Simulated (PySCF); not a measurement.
Cost against size for one kind of job: PySCF, GIAO PBE0/pcSseg-1 NMR shielding, non-relativistic, gas phase; work: shieldings, charges and field gradients. Hardware: one thread of an Arm Neoverse V1, on a shared host. Other jobs ran on the host; a repeat could differ by tens of per cent or more.

```json
{"species (SMILES)": "C=C[SiH2]F", "atoms": "9", "electrons": "40", "basis functions": "100", "SCF cycles": "12", "wall time": "6.0 s"}
{"species (SMILES)": "O[SiH2][SeH]", "atoms": "7", "electrons": "60", "basis functions": "102", "SCF cycles": "11", "wall time": "7.4 s"}
{"species (SMILES)": "CC(=O)NC1CC1", "atoms": "16", "electrons": "54", "basis functions": "164", "SCF cycles": "14", "wall time": "?"}
{"species (SMILES)": "CC/C=C/C(N)=O", "atoms": "16", "electrons": "54", "basis functions": "164", "SCF cycles": "14", "wall time": "?"}
{"species (SMILES)": "O=C1CCCCN1", "atoms": "16", "electrons": "54", "basis functions": "164", "SCF cycles": "14", "wall time": "19 s"}
{"species (SMILES)": "CS(=O)(=O)CCN", "atoms": "16", "electrons": "66", "basis functions": "171", "SCF cycles": "14", "wall time": "?"}
{"species (SMILES)": "[BH3-][O+](C)[C@@H](OC(F)(F)F)C(F)F", "atoms": "20", "electrons": "98", "basis functions": "244", "SCF cycles": "14", "wall time": "63 s"}
```

Problem. Estimate the withheld figures.

Solution. `CC(=O)NC1CC1`: 20 s; `CC/C=C/C(N)=O`: 18 s; `CS(=O)(=O)CCN`: 27 s.

Problem. With all rows, how does the wall time grow with the number of basis functions N?

Solution. A straight line through log(time) against log(N) has slope 2.5 between N = 100 and 244, and the rows scatter about it by a factor of about 1.1 (standard error of the fit). This is a fit to these rows, whose iteration counts differ, not the method's formal scaling.

Problem. Which species took longest, and how many times the shortest run?

Solution. `[BH3-][O+](C)[C@@H](OC(F)(F)F)C(F)F`, at 63 s: about 10 times the shortest (6.0 s).
